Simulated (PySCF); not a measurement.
A structure optimised at PBE-D3(BJ)/def2-SVP, used in a PySCF frequency run:

```
C
H 1 1.1095
H 1 1.1122 2 107.02
C 1 1.5043 2 110.67 3 -120.09
C 4 1.3440 1 125.09 2 -6.44
H 5 1.1011 4 121.60 1 -179.70
H 5 1.1032 6 117.08 4 179.41
H 4 1.1063 5 118.91 6 -0.69
C 1 1.5292 2 109.31 3 116.88
H 9 1.1073 1 111.16 2 59.49
H 9 1.1082 10 108.24 1 -122.81
Cl 9 1.8055 10 107.16 11 -114.94
```
Charge 0, spin multiplicity 1.

Q: Write its SMILES and formula.

A: C=CCCCl, C4H7Cl

Q: What are its rotational constants (standard atomic weights)?

A: 18.848, 1.3986, 1.3840 GHz
